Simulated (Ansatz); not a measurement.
In12P12H30, a nanocrystal cut from wurtzite InP (hydrogen-capped). Total charge 0; triplet. Geometry PBE-D4/def2-SVP, that of the neutral singlet; atoms count from 1.

Cartesian coordinates in Å:
```
In -3.664 3.310 -0.705
P -2.915 4.096 1.741
In -2.627 0.611 -3.275
P -0.370 0.534 -4.633
P -1.933 1.372 -0.960
In 0.496 2.221 -1.090
In -0.984 2.952 3.057
P 0.979 2.960 1.381
In 1.831 -0.631 -3.775
P 2.117 0.243 -1.414
In 4.605 1.006 -1.631
In 2.958 1.853 2.616
P 4.884 1.925 0.867
P -2.960 -1.991 -3.028
In -2.362 -0.567 0.682
P -1.599 0.446 2.979
In -1.215 -3.601 -1.887
P 0.830 -3.046 -3.453
P -0.650 -2.455 0.301
In 1.822 -1.733 0.213
In 0.265 -0.772 4.285
P 2.175 -0.606 2.556
In -1.041 -4.505 1.872
P -0.447 -3.273 4.171
H -3.199 4.628 -1.743
H -5.250 2.630 -0.472
H -2.626 5.499 1.769
H -4.030 4.130 2.639
H -3.902 1.315 -4.226
H -0.010 1.905 -4.826
H -0.614 0.213 -6.009
H 0.735 3.530 -2.220
H -0.668 3.627 4.629
H 1.357 4.343 1.310
H 3.060 -0.625 -5.006
H 4.678 2.433 -2.626
H 5.628 -0.401 -1.689
H 3.362 2.503 4.178
H 5.363 3.274 0.873
H 6.017 1.333 1.514
H -3.458 -2.559 -4.246
H -4.155 -2.137 -2.256
H -4.022 -1.108 0.729
H -2.737 0.351 3.848
H -1.697 -5.263 -2.057
H 0.705 -3.719 -4.713
H 1.912 -3.827 -2.935
H 2.940 -3.048 -0.052
H 0.610 -0.181 5.884
H 3.255 -1.318 3.177
H -2.750 -4.821 1.980
H 0.254 -5.647 1.647
H -1.504 -3.418 5.126
H 0.551 -3.994 4.903
```

In the def2 sets In takes a core potential; there is no spin–orbit coupling. Single mean-field runs in def2-SVP are fitted with def2-universal-jkfit. At PBE0-D4/def2-SVP a singlet of charge 0 lies 4.13 eV below the triplet at the same geometry.

**Question.** Estimate the Mulliken populations of the heavy atoms from the PBE0/def2-SVP orbitals of Ansatz.

**Answer.** 
```tsv
atom	charge (e)	spin (α − β)
In1	0.27	0.03
P2	-0.21	0.00
In3	0.39	0.00
P4	-0.23	0.01
P5	-0.49	0.08
In6	0.37	0.04
In7	0.38	0.01
P8	-0.39	0.00
In9	0.34	0.06
P10	-0.39	0.30
In11	0.24	0.17
In12	0.37	0.02
P13	-0.21	0.00
P14	-0.23	0.01
In15	0.37	0.04
P16	-0.39	0.00
In17	0.34	0.06
P18	-0.22	0.06
P19	-0.39	0.30
In20	0.24	0.28
In21	0.37	0.02
P22	-0.38	0.04
In23	0.24	0.17
P24	-0.21	0.00
```
Mulliken values depend strongly on the basis.

**Question.** Where does the spin sit?

**Answer.** Summed by element: In 0.87, P 0.81, H 0.31, of 2 unpaired in all. Largest on single atoms: P19 0.30, P10 0.30, In20 0.28.

**Question.** And the Mayer bond orders between heavy atoms (over 0.3)?

**Answer.** In1–P2 0.57 (2.68 Å); In1–P5 0.69 (2.61 Å); P2–In7 0.71 (2.60 Å); In3–P4 0.66 (2.63 Å); In3–P5 0.87 (2.53 Å); In3–P14 0.66 (2.63 Å); P4–In9 0.67 (2.63 Å); P5–In6 0.72 (2.58 Å); P5–In15 0.72 (2.58 Å); In6–P8 0.69 (2.62 Å); In6–P10 0.72 (2.58 Å); In7–P8 0.77 (2.58 Å); In7–P16 0.77 (2.58 Å); P8–In12 0.77 (2.58 Å); In9–P10 0.85 (2.53 Å); In9–P18 0.66 (2.63 Å); P10–In11 0.57 (2.61 Å); P10–In20 0.55 (2.58 Å); In11–P13 0.60 (2.68 Å); In12–P13 0.69 (2.60 Å); In12–P22 0.77 (2.58 Å); P14–In17 0.67 (2.63 Å); In15–P16 0.69 (2.62 Å); In15–P19 0.72 (2.58 Å); P16–In21 0.77 (2.58 Å); In17–P18 0.66 (2.63 Å); In17–P19 0.85 (2.53 Å); P19–In20 0.55 (2.58 Å); P19–In23 0.57 (2.61 Å); In20–P22 0.66 (2.62 Å); In21–P22 0.77 (2.58 Å); In21–P24 0.69 (2.60 Å); In23–P24 0.60 (2.68 Å).
